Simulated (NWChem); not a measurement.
Species: LiOH; SMILES [Li][OH]

```xyz
3

Li    -0.7681    -0.7187    -0.6607
O      0.1917     0.1794     0.1649
H      0.7808     0.7305     0.6716
```
Atoms are numbered in this order, from 1.

Results from NWChem. All runs use the structure optimised with PBE0/def2-SVP. B3LYP is NWChem's, with the RPA form of VWN correlation. GIAO values for the isolated, static molecule; σ is the absolute isotropic shielding.

Task: Order these by “σ O2 (ppm)”, lowest first: B3LYP/pcSseg-3; B3LYP/pcSseg-0; B3LYP/pcSseg-1.

Result: B3LYP/pcSseg-3 (307.3), B3LYP/pcSseg-0 (319.6), B3LYP/pcSseg-1 (324.5)
